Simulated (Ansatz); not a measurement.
Reaction (cleavage of the Si–Si bond): `O[SiH2]S[SiH2][SiH3]` + `[NH2][GeH3]` → `[SiH3][NH][GeH3]` + `O[SiH2]S[SiH3]`

Isolated molecules relaxed with PBE0-D4/def2-TZVP in Ansatz; ΔE leaves out vibrations. CBS: MP2 limit from def2 TZ/QZ plus the TZ coupled-cluster correction, frozen cores. Functionals use def2-TZVPP. B3LYP here is the variant with VWN-RPA as its local correlation; programs differ in this. For Ge outer-core shells are correlated without core-valence functions, which leaves a few kJ/mol of doubt a bond. Scalar relativity is left out up to krypton. One conformer a species, not always the lowest.

(1) Is it downhill or uphill in electronic energy at CCSD(T)/CBS, and by how much? (An estimate is asked.)

(2) What do these levels give: PBE-D4, B3LYP-D4, ωB97X-V, ωB97M-V, r2SCAN, PBE0, B3LYP, SCS-MP2/def2-TZVPP, CCSD(T)/def2-TZVPP, MP2/def2-QZVPP, MP2/CBS(def2), CCSD/CBS(def2)? (An estimate is asked.)

Largest T1 diagnostic among the species: 0.012.

## Answers

(1) Computed: Downhill: ΔE = -0.56 eV.

(2) The calculation gave: PBE-D4 -0.33, B3LYP-D4 -0.54, ωB97X-V -0.55, ωB97M-V -0.59, r2SCAN -0.49, PBE0 -0.42, B3LYP -0.56, SCS-MP2/def2-TZVPP -0.69, CCSD(T)/def2-TZVPP -0.58, MP2/def2-QZVPP -0.65, MP2/CBS(def2) -0.63, CCSD/CBS(def2) -0.59 eV.

In def2-TZVPP, CCSD(T) changes the Hartree–Fock value by +0.20 eV (the triples alone add +0.03 eV) and MP2 by +0.13 eV. From PBE to PBE0 (25 % exact exchange), in def2-TZVPP and without D4, ΔE moves by −0.08 eV.
